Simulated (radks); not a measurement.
Polarisability of the bismuth ion Bi5+, [Xe] 4f14 5d10, at imaginary frequency. Calculated with a radial shooting solver on a logarithmic mesh with Libxc functionals: non-relativistic Kohn-Sham, LDA (Slater exchange, Perdew-Wang correlation), spin-polarised, spherical densities, point nucleus; relativity is left out, which matters for an element this heavy. Response by self-consistent Sternheimer equations with the Hartree and adiabatic LDA kernel.

w (hartree),alpha1(iw) (bohr^3),alpha2(iw) (bohr^5)
0.00266,2.677,5.707
0.0143,2.677,5.707
0.0360,2.676,5.704
0.0697,2.674,5.695
0.118,2.668,5.673
0.186,2.655,5.623
0.280,2.627,5.521
0.413,2.572,5.331
0.605,2.466,4.999
0.892,2.269,4.480
1.35,1.933,3.759
2.12,1.431,2.847
3.59,0.8368,1.779
6.94,0.3471,0.7589
17.5,0.09032,0.1609

Static values: alpha1 = 2.677 bohr^3 (0.3966 angstrom^3; uncoupled 4.106), alpha2 = 5.707 bohr^5, alpha3 = 18.03 bohr^7. C6 = 12.58, C8 = 128.1, triple-dipole C9 = 24.10 atomic units. One-pole (London) frequency 4 C6 / (3 alpha1^2) = 2.342 hartree, against 3.029 for minus the highest occupied eigenvalue. The dipole shielding factor is 0.940, as the force sum rule N/Z = 0.940 demands.
